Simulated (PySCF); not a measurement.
Spinor energies of Ta+ (tantalum, charge +1)

Start: [Xe] 4f14 5d3 6s1; 5d3/2 filled at m_j = -1/2, +1/2, +3/2; 6s1/2 filled at m_j = -1/2. Calculated with PySCF 2.14 in x2c-QZVPPall-2c (16s16p12d6f2g, 184 functions): generalised Hartree-Fock with the X2C-1e Hamiltonian and a Gaussian nucleus; one run each with spin-orbit coupling (SO) switched off, then screened by Boettger's factors.

```tsv
spinor shell	electrons	ε, spin-free (eV)	ε, screened SO (eV)	weight of nominal j (screened SO)	rms radius, screened SO (bohr)
1s1/2	2	-67782.5	-67762.9	1.000	0.0211
2s1/2	2	-11791.2	-11785.0	1.000	0.0853
2p1/2	2	-10336.3	-11242.8	1.000	0.0726
2p3/2	4	-10336.3	-9966.7	1.000	0.0799
3s1/2	2	-2767.5	-2765.5	1.000	0.218
3p1/2	2	-2327.0	-2524.7	1.000	0.210
3p3/2	4	-2327.0	-2245.1	1.000	0.225
3d3/2	4	-1807.9	-1843.3	1.000	0.199
3d5/2	6	-1807.9	-1782.7	1.000	0.203
4s1/2	2	-601.28	-600.58	1.000	0.488
4p1/2	2	-454.13	-500.05	1.000	0.497
4p3/2	4	-454.13	-434.86	1.000	0.530
4d3/2	4	-262.14	-269.29	1.000	0.557
4d5/2	6	-262.14	-256.75	1.000	0.569
5s1/2	2	-93.910	-93.674	1.000	1.19
5p1/2	2	-55.162	-62.923	0.951	1.33
5p3/2	4	-55.162	-51.665	0.974	1.42
4f5/2	6	-47.322	-48.273	0.996	0.701
4f7/2	8	-47.322	-45.985	0.997	0.706
5d3/2	3	-16.124	-16.178	0.687	2.22
6s1/2	1	-14.458	-14.400	1.000	3.34
```

| quantity | spin-free | screened SO |
| --- | --- | --- |
| E (hartree) | -15592.92001 | -15610.35727 |
| M_J | 1 | 1 |
| ⟨J²⟩ | 6.013 | 5.427 |
| ⟨L²⟩ | 12.007 | 12.009 |
| ⟨S²⟩ | 6.006 | 6.033 |

The determinant has a definite M_J but mixes levels of different J.

Each row is a mean over spinors that exchange with the open shell spreads, by up to 2.892 eV (5s1/2).

Rows whose weight is well below 1 are mixtures of j = l ± 1/2: exchange outweighs spin-orbit coupling there, and the label is only the starting occupation.

Breit and QED terms are absent; they matter most for the inner s and p1/2 levels.

Densities and radii are taken from the X2C orbitals without a picture-change correction, which distorts them close to the nucleus.

Without spin-orbit coupling the j labels of p, d and f shells carry no meaning; the spin-free column gives the mean over the occupied spinors of each nl shell.
